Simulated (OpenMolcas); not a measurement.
Co2+: ligand-field states by method

Co2+ with its 8 nearest fluoride ions at 2.315 Å, on the Sr site of SrF2 (a = 5.796 Å, distance in the model lattice 2.510 Å). The rest of the host is ab initio model potentials to 7.6 Å and point charges beyond; the distance is set by hand and nothing relaxes. Ligand basis ANO-RCC-VDZP.

```yaml
Program: OpenMolcas 26.06
Basis: ANO-RCC-VDZP [5s4p2d1f]
Scalar_Hamiltonian: DKH2, point nucleus
Active_space: 7 electrons in 5 orbitals (3d)
State_averaging: 2S+1 = 4 even, 10 roots; 2S+1 = 2 even, 40 roots
Spin-orbit_coupling: RASSI with atomic mean-field integrals over the reference wave functions
```

I. CASSCF
II. SS-CASPT2, IPEA 0.25 Eh, imaginary shift 0.1 Eh (closed shells correlated: 3s 3p and the ligand valence shells)

Spin-free states (labels of O, the rotations of Oh) in cm-1, each column counted from its own energy of the first state listed:

```csv
State,Degeneracy,I,II
4A2,1,0,0
4T2,3,2674,2420
4T1,3,4765,5820
2E,2,20407,17720
2T1,3,20786,18140
2A1,1,21255,18710
4T1,3,21687,19280
2T2,3,21866,19540
2T1,3,26440,22930
2T2,3,26865,24050
2E,2,28172,25580
2T1,3,28489,25150
2T1,3,28893,27380
2T2,3,30299,26910
2E,2,31529,30420
2A2,1,45559,39850
2T2,3,45860,40360
2T1,3,46360,41090
2E,2,70281,61190
2T2,3,70519,62120
```

From I to II, I's first state of the same spin (4T2) moves from 2674 to 2420 cm-1, by about -260 cm-1.

From I to II, I's first state of another spin (2E) moves from 20407 to 17720 cm-1, by about -2700 cm-1.

χT at 300 K: I 3.03, II 3.12 cm3 K/mol.

Roots that are degenerate in the reference are averaged as groups; the widest CASPT2 spread within a group is 320 cm-1 (the 3-fold group of multiplicity 4 near 5820 cm-1 above the lowest state of its run, II). Shifts and gaps below about the spread of the groups concerned are not significant. Over all roots computed the reference weight is 0.68 to 0.69 in II; a low but even weight reflects the number of correlated electrons. Ligand-to-metal charge-transfer states are missing. Without dynamic correlation the repulsion within the d shell is too large (B by tens of per cent), so at a given field states of lower spin stand too high (holds for I). With no ligand orbital active B as a rule stays too high, so bands that hang on it stand too high and its fall with covalency is understated (holds for I). With metal d orbitals alone and no dynamic correlation 10Dq can be off by a tenth to a fifth, either way, in oxide and fluoride hosts (holds for I). A single d shell leaves out the double-shell effect, which counts most for late 3d ions, where the CASPT2 field can be off either way by tens of per cent (holds for II). These CASPT2 states fit no ligand-field parameters well, so their order and spin gaps are uncertain (holds for II). For late 3d ions with one d shell CASPT2 can put B and the spin-flip bands somewhat low as well as high (holds for II). With one d shell and no ligand orbital active, 10Dq can be off by tens of per cent for divalent 3d ions, low with halides held by bare charges and at times high in hosts, and the orbital part of g and χT goes as 1/10Dq (holds for II). Free-ion shares, where given, are those of the reference states; single-state CASPT2 does not remix them (holds for II). No measured value stands beside these numbers; the geometry was set by hand and not optimised.
